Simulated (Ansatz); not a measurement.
Geometry optimisation, RKS PBE0/6-31G* in Ansatz.

Input file:

```yaml
crystal:
  periodic: [false, false, false]
  atoms:
    - { symbol: Al, position_ang: [0.0, 0.0, 0.0] }
    - { symbol: H, position_ang: [0.0, 0.0, 1.91] }
    - { symbol: "N", position_ang: [1.6627, 0.0, -0.96] }
    - { symbol: H, position_ang: [2.1293, -0.9179, -1.2118] }
    - { symbol: H, position_ang: [2.1141, 0.9179, -1.2382] }
    - { symbol: Cl, position_ang: [-1.9312, 0.0, -1.115] }
    - { symbol: O, position_ang: [-0.2602, 1.9567, 0.6559] }
    - { symbol: H, position_ang: [-1.1988, 2.262, 0.4419] }
    - { symbol: H, position_ang: [-0.1315, 0.9887, 1.8084] }
basis:
  gaussian: { orbitals: "6-31G*" }
hamiltonian:
  xc: pbe0
relax:
  f_tol: 0.15
  max_steps: 25
  restrain:
    - { distance: [0, 6], at: 2.98, k: 30.0 }
    - { distance: [8, 1], at: 1.86, k: 30.0 }
    - { distance: [0, 1], at: 1.56, k: 30.0 }
    - { distance: [8, 6], at: 1.01, k: 30.0 }
```

Run as:

```bash
$ ansatz run input.yaml --threads 1 --pin off --max-ram 2048MiB --backend cpu --events-out ev --progress --plain --runs-dir out
```

Problem. Where does it end, and by what steps?

Solution. The run converged. The restraints hold the end off the free minimum; the threshold counts their pulls, which the force column leaves out. Restrained pairs: Al1–O7 (2.08 → 2.96 Å), H2–H9 (1.00 → 1.87 Å), Al1–H2 (1.91 → 1.57 Å), O7–H9 (1.51 → 0.99 Å). After 12 steps the energy has fallen by 1.824 eV (the restraints' own energy left out); H5 moved furthest, 1.39 Å.

```json
{"step": "0", "energy less start (eV)": "0.0000", "largest force component (eV/Å)": "4.063", "accepted": "yes"}
{"step": "1", "energy less start (eV)": "0.0183", "largest force component (eV/Å)": "3.118", "accepted": "yes"}
{"step": "2", "energy less start (eV)": "-0.6215", "largest force component (eV/Å)": "3.016", "accepted": "yes"}
{"step": "3", "energy less start (eV)": "-1.1100", "largest force component (eV/Å)": "2.435", "accepted": "yes"}
{"step": "4", "energy less start (eV)": "-1.3716", "largest force component (eV/Å)": "1.193", "accepted": "yes"}
{"step": "5", "energy less start (eV)": "-1.4407", "largest force component (eV/Å)": "1.539", "accepted": "yes"}
{"step": "6", "energy less start (eV)": "-1.5280", "largest force component (eV/Å)": "1.285", "accepted": "yes"}
{"step": "7", "energy less start (eV)": "-1.5879", "largest force component (eV/Å)": "1.131", "accepted": "yes"}
{"step": "8", "energy less start (eV)": "-1.6170", "largest force component (eV/Å)": "1.021", "accepted": "yes"}
{"step": "9", "energy less start (eV)": "-1.7089", "largest force component (eV/Å)": "1.108", "accepted": "yes"}
{"step": "10", "energy less start (eV)": "-1.7844", "largest force component (eV/Å)": "1.070", "accepted": "yes"}
{"step": "11", "energy less start (eV)": "-1.8163", "largest force component (eV/Å)": "1.031", "accepted": "yes"}
{"step": "12", "energy less start (eV)": "-1.8244", "largest force component (eV/Å)": "1.005", "accepted": "yes"}
```

```xyz
9
Properties=species:S:1:pos:R:3
Al 0.152 -0.121 -0.207
H 0.015 -0.276 1.348
N 1.689 -0.274 -1.061
H 2.583 -0.402 -0.608
H 1.804 -0.165 -2.059
Cl -1.613 0.140 -1.343
O -0.436 2.342 1.332
H -1.360 2.485 1.081
H -0.450 1.477 1.807
```

Run time: 62 s on 1 thread of Arm Neoverse V1, with other jobs on the host, peak memory 0.16 GiB.
